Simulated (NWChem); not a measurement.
System: TaF6 anion; SMILES [F][Ta-]([F])([F])([F])([F])[F]

Input file for NWChem:

```
start job
memory heap 200 mb stack 900 mb global 1100 mb
charge -1
geometry units angstroms
  Ta     0.000000    -0.000219     0.000039
  F      1.133445    -0.466662    -1.397232
  F     -1.133445     0.466662     1.397232
  F     -1.165046     0.794529    -1.210835
  F     -0.900951    -1.614387    -0.191755
  F      0.900957     1.614319     0.192302
  F      1.165046    -0.794529     1.210835
end
basis spherical
  * library def2-svpd
end
ecp
  Ta library def2-ecp
end
dft
  xc b3lyp
  iterations 150
  semidirect filesize 400000000
end
driver
  maxiter 120
end
task dft optimize
```

Not confirmed as a minimum by frequencies. def2 effective core potentials on Ta; no spin-orbit coupling.

The level has its own optimisation.

Question: Predict the main results of this run. (B3LYP/def2-SVPD with def2 effective core potentials on Ta.) Quantities: r F–Ta (Å).

Answer: 
```yaml
r F–Ta (Å): 1.933
```
